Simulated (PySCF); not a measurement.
Input for PySCF: R-MP2/6-31G* on H3N2P (a complex), monomers drawn apart or pushed together.

```python
from pyscf import gto, scf, dft, mp
from pyscf.data.elements import chemcore

mol = gto.M(
    atom='''
    N     0.64685212   -0.21103397   -0.51132429
    N    -0.33486306    0.26386645   -0.48760990
    P    -0.05916387    0.15965515    6.16490061
    H     1.03595915    0.68447876    5.43158365
    H    -0.06754912   -1.05898001    5.43871018
    H    -1.02275779    0.76603050    5.31868245
    ''',
    basis='6-31g*',
    cart=True,
    charge=0, spin=0, verbose=3, max_memory=1800)
mf = scf.RHF(mol)
mf.conv_tol = 1e-8
mf.max_cycle = 100
mf.kernel()
if not mf.converged:
    mf = mf.newton().run(mf.mo_coeff, mf.mo_occ)
pt = mp.MP2(mf, frozen=chemcore(mol)).run()
```

Output:

```
converged SCF energy = -451.390746648761
E(RMP2) = -451.802877153605  E_corr = -0.412130504843549
E(SCS-RMP2) = -451.799575036761  E_corr = -0.408828387999481
```

Self-consistency was reached.

Cost: very roughly 0.3 core-seconds.
